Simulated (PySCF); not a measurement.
C2H11NSi2, SMILES C[SiH2]N[SiH2]C.

Coordinates come from a PBE0-D3(BJ)/def2-SVP optimisation. One conformer was computed; it need not be the lowest.

The numbers are results of PBE/def2-TZVP (PySCF), not measurements.

The molecule is in vacuum.

Computed frontier levels, gap, dipole moment and polarisability:
| Property | Value |
|---|---|
| highest occupied level | -5.88 eV |
| lowest empty level | -0.40 eV |
| orbital gap | 5.48 eV |
| dipole moment | 0.324 e·Å |
| quadrupole, principal values (traceless, Buckingham form, about the centre of nuclear charge) | -3.61, 0.27, 3.33 D·Å |
| mean static polarisability | 87.6 bohr³ (12.98 Å³) |
| polarisability, principal values | 75.7, 86.4, 100.6 bohr³ |
